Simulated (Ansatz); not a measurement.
**Reading a saddle point**

A first-order saddle point of CH$_{5}$InS, singlet, PBE0-D4/def2-TZVP, with one imaginary mode of 1536i cm⁻¹:

```xyz
8
angstrom
In -0.0785 -0.5541 -0.3771
H -0.5042 0.6945 -1.9330
S -0.4795 -1.9857 -2.1284
H -0.5772 -0.2834 -2.3305
C 0.3564 0.4063 1.4625
H -0.5344 0.9361 1.7994
H 1.1646 1.1193 1.3017
H 0.6526 -0.3329 2.2053
```

Program: Ansatz 0.2.0. Basis: def2-TZVPP and def2-QZVPP. Cores are frozen in the correlated methods. Filled d shells of the heavier atoms are correlated. Core potentials replace the inner electrons of the atoms past krypton. The def2 sets are not built for correlating such inner shells, so the correlated values are less sure here. Extrapolation: Hartree–Fock as exp(−7.88 √X), correlation as X^−2.97.

Task: Which contacts change along the imaginary mode, and what lies on either side? (Judge from chemistry; the calculation decides.)

Result: The calculation gives: The step is CH₅InS ([CH3][InH][SH]) → CH₃InS ([CH3][In][S]) + H₂, with the molecules in contact on both sides. Shortening one way: H2–H4; lengthening the same way: In1–H2, S3–H4.
```json
{"pair": "H2–H4", "one side (Å)": "3.25", "saddle (Å)": "1.06", "other side (Å)": "0.75"}
{"pair": "In1–H2", "one side (Å)": "1.72", "saddle (Å)": "2.04", "other side (Å)": "3.40"}
{"pair": "S3–H4", "one side (Å)": "1.34", "saddle (Å)": "1.72", "other side (Å)": "3.73"}
```

Task: Which side is lower, and how far does the saddle lie above each? (Judge from chemistry; the value comes from the calculation.)

Result: The calculation gives: The side with In1–H2, S3–H4 short is lower by 0.648 eV; the saddle lies 2.033 eV above it and 1.384 eV above the other (CCSD(T) at an estimated basis limit (MP2 extrapolated from triple and quadruple zeta, plus CCSD(T) − MP2 in triple zeta); electronic energies).

The T1 diagnostic stays at or below 0.018.

Labels in which every atom is bracketed show which atoms are joined, not bond orders.

For scale, one of the runs: CCSD(T)/def2-TZVPP, 193 basis functions, launched by `ansatz run in.yaml --threads 4 --pin off --events-out ev --progress --plain --max-ram 9574MiB`. Time: 56 s of wall clock on 4 CPU threads of an Intel Xeon; the host was shared. Peak host memory: 2.3 GiB.
